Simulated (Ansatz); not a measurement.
A structure relaxed at PBE0-D4/def2-TZVP, charge 0, multiplicity 1:

| atom | x (Å) | y (Å) | z (Å) |
| --- | --- | --- | --- |
| C1 | 0.740 | 0.550 | -1.052 |
| Si2 | 0.222 | -1.068 | -0.204 |
| Si3 | -0.893 | 0.329 | 1.275 |
| S4 | -0.526 | 1.694 | -0.359 |
| H5 | 1.738 | 0.888 | -0.770 |
| H6 | 0.666 | 0.546 | -2.140 |
| H7 | -0.726 | -1.822 | -1.067 |
| H8 | 1.330 | -1.979 | 0.200 |
| H9 | -0.212 | 0.713 | 2.543 |
| H10 | -2.338 | 0.148 | 1.574 |

(1) Give its formula and SMILES.

(2) Summarise the bond lengths by kind.

## Answers

(1) CH6SSi2, `C1[SiH2][SiH2]S1`.

(2) 1 × C–Si 1.899 Å; 1 × C–S 1.842 Å; 2 × C–H 1.091 Å; 1 × Si–Si 2.320 Å; 4 × H–Si 1.487 to 1.490 Å; 1 × S–Si 2.160 Å.

Program: Ansatz 0.2.0.
